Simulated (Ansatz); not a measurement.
## The standard entropy of C2HClF4 (1,1,1,2-tetrafluorochloroethane) from a frequency calculation

A singlet with charge 0, relaxed at PBE0-D4/def2-TZVP (Ansatz 0.2.0):

```xyz
8

F    -1.0098   -0.9973    1.0341
C    -0.0267   -0.7523    0.1437
Cl    1.5329   -1.1981    0.8132
C    -0.0582    0.7378   -0.2148
F     0.8605    1.0079   -1.1378
F     0.1525    1.5090    0.8412
F    -1.2560    1.0342   -0.7203
H    -0.1951   -1.3412   -0.7594
```

Harmonic wavenumbers in cm⁻¹: 73, 186, 238, 322, 379, 455, 532, 577, 705, 828, 899, 1142, 1182, 1235, 1302, 1316, 1398, 3125.

Masses in u: F 18.998, C 12.011, Cl 35.45, H 1.008. Take T = 298.15 K, p = 1 bar, R = 8.3145 J/(mol K), kT/hc = 207.22 cm⁻¹, rigid rotor and harmonic oscillator.

**Question.** Work out S° at 298 K.

**Answer.** 
1. Translation (Sackur–Tetrode): S = R[3/2 ln M + 5/2 ln T − 1.1517] with M = 136.472 gives 170.2 J/(mol K).
2. Rotation: principal moments 158.543, 284.374, 349.242 u Å² give A, B, C = 0.1063, 0.0593, 0.0483 cm⁻¹; the symmetry number is σ = 1; q = (√π/σ)√((kT/hc)³/ABC) = 303009; S = R(ln q + 3/2) = 117.4.
3. Vibration: with u = ν̃/207.22, each mode gives R[u/(eᵘ − 1) − ln(1 − e⁻ᵘ)]; the sum is 55.2, most from 73 cm⁻¹ (17.0), 186 cm⁻¹ (9.5), 238 cm⁻¹ (7.6).
4. Electronic: R ln 1 = 0.0, from the spin multiplicity alone.
5. Sum: 170.2 + 117.4 + 55.2 + 0.0 = 342.8 J/(mol K).

No measured value is set beside it here. Where a soft mode is a torsion, a harmonic oscillator describes it poorly.
